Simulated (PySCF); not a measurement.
## NMR data sheet: CH11O2PSi3

```
Formula                               : CH11O2PSi3
SMILES                                : C[SiH2]O[SiH2]O[SiH2]P
Point group of the computed structure : C1
Carbon signals                        : 1
Proton signals                        : 5
```

Structure with atom numbers: `[CH3:1][SiH2:2][O:3][SiH2:4][O:5][SiH2:6][PH2:7]`; H(Xn) means a hydrogen on atom n.

Relativity neglected, single conformer, no solvent, rapidly exchanging positions averaged. Geometry from GFN2-xTB; σ from GIAO-PBE0/pcSseg-1; PySCF 2.14.0 with density-fitted response routines.

Scale: TMS for ¹H, ¹³C, ²⁹Si; ³¹P against H3PO4; ¹⁷O against H2O (reference shieldings calculated alike).

| carbon | δC, type | δH (multiplicity) | HMBC from (2–3 bonds) | span of the C tensor (ppm) |
| --- | --- | --- | --- | --- |
| C1 | 1.7, CH3 | 0.66 (t) | H(Si2) | 19 |

Other nuclei:
```csv
atoms,nucleus,environment,δ (ppm),σ (ppm)
H(Si6),¹H,"hydrogen on a silicon bonded to O, P",5.82,25.90
H(Si2),¹H,"hydrogen on a silicon bonded to C, O",5.30,26.41
H(Si4),¹H,hydrogen on a silicon bonded to 2 O,4.93,26.79
H(P7),¹H,hydrogen on a phosphorus bonded to Si,1.44,30.28
P7,³¹P,"phosphorus bonded to Si, 2 H",-282.2,600.6
Si2,²⁹Si,"silicon bonded to C, O, 2 H",-20.7,369.9
Si6,²⁹Si,"silicon bonded to O, P, 2 H",-25.0,374.1
Si4,²⁹Si,"silicon bonded to 2 O, 2 H",-45.9,395.1
O5,¹⁷O,oxygen bonded to 2 Si,66.0,270.1
O3,¹⁷O,oxygen bonded to 2 Si,63.2,272.8
```

δH 5.82: hydrogen on a silicon bonded to O, P. δH 4.93: hydrogen on a silicon bonded to 2 O. δH 1.44: hydrogen on a phosphorus bonded to Si. δH 0.66: hydrogen on a methyl carbon bonded to Si; an electropositive neighbour shields it, as in TMS itself.

Splittings by ³¹P in the carbon and heteronuclear signals aren't shown, as no couplings were computed. Shifts are as computed. Against solution values, carbons near 30 ppm lie about +3 ppm off and those near 130 ppm about +5 ppm. Of 1211 compounds with measured shifts, 218 miss one by over three times the rms of a fit or turn the order of signals round; such compounds aren't used in these exercises. Experimental scales use liquid or dissolved standards, which lie at an offset from isolated H2O (liquid H2O: subtract about 36 ppm) and H3PO4. No couplings were computed; multiplicities are counted from neighbouring protons, with m where these are inequivalent, close in shift, in a saturated or five-membered ring or joined by F or P, and br s for small geminal =CH2 splittings.
